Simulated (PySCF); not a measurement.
Computed shifts of a molecule C5H9F, PBE/pcSseg-1 (PySCF), GIAO, gas phase, equivalent atoms averaged, in ppm (number of nuclei): ¹³C: 104.3 (1), 25.7 (1), 22.7 (1), 9.5 (1), 7.2 (1). ¹⁹F: -210.4 (1). ¹H: 3.82 (1), 1.70 (3), 1.07 (1), 0.96 (1), 0.79 (1), 0.77 (1), 0.30 (1). References: ¹³C against TMS (σ = 182.0 ppm); ¹⁹F against CFCl3 (σ = 133.6 ppm); ¹H against TMS (σ = 31.49 ppm), references at their B3LYP-D3(BJ)/def2-TZVP geometries, non-relativistic. Geometry: B3LYP-D3(BJ)/def2-SVP. One conformer was computed; it need not be the lowest.

Q: Identify the compound among the candidates.
(A) C=C(F)CCC
(B) CC(C)=C(C)F
(C) C[C@H]1C[C@@H](F)C1
(D) C[C@H](F)C1CC1

A: D, C[C@H](F)C1CC1
